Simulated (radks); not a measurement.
Species: Ir2+. Configuration: [Xe] 4f14 5d6 6s1 (not the ground configuration). Method: scalar-relativistic Kohn-Sham, BLYP, spin-polarised, spherical densities, finite nucleus; open shells are filled with parallel spins first (spin-orbit coupling, left out, can overturn this in heavy ions); Fermi nuclear charge, rms radius 5.4032 fm; computed with a radial shooting solver on a logarithmic mesh with Libxc functionals.

X-ray form factor f0, the Fourier transform of the density (f0(0) = 75):

sin(theta)/lambda (1/angstrom)  f0 (electrons)
0.05                                    74.186
0.1                                     71.943
0.15                                    68.749
0.2                                     65.109
0.25                                    61.389
0.3                                     57.795
0.4                                     51.274
0.5                                     45.699
0.6                                     40.945
0.8                                     33.250
1                                       27.292
1.25                                    21.851
1.5                                     18.284
2                                       14.351
